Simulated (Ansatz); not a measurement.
Basis-set extrapolation for CH3ClF2SSi (`CS[Si](F)(F)Cl`) (PBE0-D4/def2-TZVP geometry, frozen core, Ansatz). Multiplicity 1, RHF reference.

|  | def2-TZVPP | def2-QZVPP |
| --- | --- | --- |
| HF | -1384.830858 | -1384.875829 |
| MP2 correlation | -1.146484 | -1.252502 |
| CCSD(T) correlation | -1.234204 | not run |

Energies in hartree. Use E(X) = E(∞) + A·exp(−7.88·√X) for Hartree–Fock and E(X) = E(∞) + B·X^(−2.97) for correlation, with X = 3 and 4, and add CCSD(T) minus MP2 of the smaller set to the MP2 limit.

**Question.** What is the CCSD(T) energy at the basis-set limit?

**Answer.** HF limit: -1384.875829 + (-0.044971) × 0.13774 = -1384.88202. MP2 limit: -1.252502 + (-0.106018) × 0.74074 = -1.33103. Higher-order term: -1.234204 − (-1.146484) = -0.08772. Total: -1386.30077 hartree, 147.9 kcal/mol below CCSD(T)/def2-TZVPP.
